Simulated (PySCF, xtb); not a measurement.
C10H7N3, SMILES C1=CC2=NC=CC3=NC=CC(=C1)N23.

GFN2-xTB run with xtb at its own geometry gives an orbital gap of 1.74 eV and a dipole moment of 2.42 D.

The structure is a stationary point at B3LYP-D3(BJ)/def2-SVP.

Question: What does B3LYP/def2-SVP run with PySCF give? (Estimate from the structure and the level; the computed values follow.)

Answer: gap 2.82 eV (levels -5.00 and -2.18 eV), dipole 2.29 D.
